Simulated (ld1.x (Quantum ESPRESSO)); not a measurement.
Configuration tests for Ni (TM)

- Element: Ni
- Generator: ld1.x (Quantum ESPRESSO) 7.5
- Type: norm-conserving Troullier–Martins (Kleinman–Bylander form)
- Functional: BP86
- Relativity: non-relativistic
- Frozen core: [Ne] 3s2
- Valence charge: 16
- Reference configuration: 3p6 3d8 4s0 4p0 (charge +2)
- Partial waves: 4s (bound, empty): rc 2.10 bohr; 3p (bound): rc 0.70 bohr; 3d (bound): rc 0.70 bohr
- Local potential: all-electron potential smoothed inside 2.05 bohr (lloc = -1)
- Core correction: a·sin(br)/r model core inside 0.45 bohr

Energies are relative to the spin-unpolarised reference configuration 3p6 3d8 4s0 4p0; without spin polarisation the order of configurations can differ from experiment.

```json
{"valence configuration": "3p6 3d8 4s2 4p0", "charge": "0", "ΔE all-electron (eV)": "-26.502", "error AE − PS (meV)": "-29"}
{"valence configuration": "3p6 3d8 4s1 4p0", "charge": "+1", "ΔE all-electron (eV)": "-17.156", "error AE − PS (meV)": "-13"}
{"valence configuration": "3p6 3d7 4s0 4p0", "charge": "+3", "ΔE all-electron (eV)": "37.785", "error AE − PS (meV)": "-167"}
{"valence configuration": "3p5 3d8 4s2 4p0", "charge": "+1", "ΔE all-electron (eV)": "52.508", "error AE − PS (meV)": "-418"}
{"valence configuration": "3p6 3d8 4s1.5 4p0", "charge": "+0.5", "ΔE all-electron (eV)": "-22.763", "error AE − PS (meV)": "-22"}
```

Question: What are ΔE and the potential's error for 3p6 3d8 4s0 4p1?

Answer: ΔE = -11.644 eV all-electron; the error (AE − PS) is -469 meV.

Question: What are ΔE and the potential's error for 3p6 3d8.5 4s1.5 4p0?

Answer: ΔE = -27.881 eV all-electron; the error (AE − PS) is +11 meV.

Levels in the configuration 3p5 3d8 4s2 4p0:

```json
{"level": "3p", "all-electron (eV)": "-87.809", "pseudo (eV)": "-88.376"}
{"level": "3d", "all-electron (eV)": "-25.364", "pseudo (eV)": "-25.922"}
{"level": "4s", "all-electron (eV)": "-15.089", "pseudo (eV)": "-14.969"}
```
